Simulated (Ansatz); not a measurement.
One change: `[F][GaH][CH2]S` becomes `S[CH2][GaH2]`.

Ansatz, PBE0-D4/def2-TZVP geometries, multiplicity 1. Each molecule was computed in one conformer, which needn't be the lowest.

Scalar relativity is left out up to krypton.

```tsv
property	`[F][GaH][CH2]S`
LUMO energy (ωB97M-V/def2-TZVPP) / eV	0.82
LUMO energy (B3LYP/def2-TZVPP) / eV	-1.14
HOMO energy (PBE/def2-TZVPP) / eV	-5.97
HOMO energy (ωB97M-V/def2-TZVPP) / eV	-9.27
zero-point energy (PBE0-D4/def2-TZVP) / kJ/mol	118.6
LUMO energy (PBE0/def2-TZVPP) / eV	-0.86
```

Q: Give the same properties after the change, and the shifts. (Best estimate.)

A: Computed: 
```tsv
property	`S[CH2][GaH2]`	shift
LUMO energy (ωB97M-V/def2-TZVPP) / eV	0.96	0.14
LUMO energy (B3LYP/def2-TZVPP) / eV	-0.93	0.21
HOMO energy (PBE/def2-TZVPP) / eV	-5.82	0.15
HOMO energy (ωB97M-V/def2-TZVPP) / eV	-9.05	0.22
zero-point energy (PBE0-D4/def2-TZVP) / kJ/mol	130.6	12.0
LUMO energy (PBE0/def2-TZVPP) / eV	-0.68	0.18
```

B3LYP here is the variant with VWN-RPA as its local correlation; programs differ in this.
